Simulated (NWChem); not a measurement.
HfH4; SMILES [HfH4]

def2 effective core potentials on Hf; no spin-orbit coupling.

Question: Give the equilibrium geometry at PBE-D3(BJ)/def2-SVP with def2 effective core potentials on Hf (NWChem) as an XYZ file, with the point group.

Answer: point group Td; any orientation.
```
5

Hf     0.0000     0.0000     0.0000
H      1.0441    -1.0953     1.0701
H     -1.0441     1.0953     1.0701
H     -1.0953    -1.0441    -1.0701
H      1.0953     1.0441    -1.0701
```
